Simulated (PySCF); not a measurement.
Molecule: SMILES CCCN(C)[SiH3], C4H13NSi.

Cartesian coordinates in Å; atom numbers follow the order of the lines, from 1:
```xyz
19

C    -2.1000    0.6119   -0.0853
C    -1.5315   -0.7617    0.2260
C    -0.1206   -0.7109    0.8116
N     0.8509   -0.0586   -0.0422
C     1.2249   -0.7890   -1.2276
Si    1.8030    1.2764    0.5210
H    -1.4720    1.1376   -0.8205
H    -2.1408    1.2408    0.8191
H    -3.1198    0.5465   -0.4935
H    -1.5311   -1.3827   -0.6864
H    -2.1781   -1.2929    0.9450
H    -0.1596   -0.1734    1.7749
H     0.2106   -1.7425    1.0513
H     0.3682   -0.9439   -1.9084
H     1.6438   -1.7883   -0.9924
H     1.9880   -0.2371   -1.7972
H     2.2287    2.0889   -0.6601
H     3.0551    0.9045    1.2683
H     0.9606    2.0928    1.4462
```

Geometry PBE0-D3(BJ)/def2-SVP throughout; GIAO in PySCF 2.14.0 with density-fitted response routines, gas phase, one conformer, non-relativistic; equivalent atoms averaged; functional PBE0.

Task: How do the shifts δ (against TMS, NH3 at the same level) depend on the basis set? (a selection of nuclei; ppm; last column core-seconds on shared hosts with different chips, so compare them loosely)

Result: 
```
    basis set  functions    C3    C2    C1     N4  H17/H18/H19  H12/H13  H14/H15/H16  H10/H11  H7/H8/H9  core-s
       STO-3G         47  46.9  23.1  18.8  -50.2         2.20     1.15         1.06     0.76      0.76     4.6
        6-31G         84  52.4  20.5  12.1  -12.6         4.81     2.71         2.45     1.46      1.15     9.7
     pcSseg-0         84  56.0  20.9  13.5  -17.2         4.99     2.44         2.32     1.27      1.03     8.2
       6-31G*        114  50.7  19.7  11.3   -3.2         4.95     2.75         2.34     1.36      0.94      13
     def2-SVP        153  51.0  19.3  10.8    5.2         4.69     2.52         2.21     1.22      0.77      17
      cc-pVDZ        153  53.9  22.1  12.3    9.2         4.69     2.69         2.35     1.29      0.87      19
     pcSseg-1        174  54.0  21.1  11.7    6.9         4.68     2.64         2.38     1.30      0.92      16
6-311+G(2d,p)        248  53.0  21.3  10.3    9.5         4.99     2.77         2.39     1.41      0.83      36
  aug-cc-pVDZ        259  52.7  22.1  11.1    6.3         4.90     2.84         2.50     1.48      0.91      41
    def2-TZVP        270  54.1  21.9  11.1   13.3         5.00     2.76         2.37     1.42      0.82      47
```

Task: Which nucleus among those listed moves most, in ppm?

Result: N4 (nitrogen bonded to 2 C, Si): from -50.2 ppm with STO-3G to 13.3 ppm with def2-TZVP. The smallest spread is 0.39 ppm, at H7/H8/H9. Proton shifts span only some 12 ppm, so a few tenths of a ppm matter as much there as several ppm in carbon.

Task: Taking the largest basis, def2-TZVP (270 functions), as the yardstick, rank the others by their worst heavy-atom deviation.

Result: 6-311+G(2d,p) 3.8 ppm (248 functions), cc-pVDZ 4.1 ppm (153 functions), pcSseg-1 6.4 ppm (174 functions), aug-cc-pVDZ 7.1 ppm (259 functions), def2-SVP 8.1 ppm (153 functions), 6-31G* 16.5 ppm (114 functions), 6-31G 25.9 ppm (84 functions), pcSseg-0 30.5 ppm (84 functions), STO-3G 63.5 ppm (47 functions).

A small basis that lands close on one nucleus may do so by chance; judge by the trend and by all nuclei.
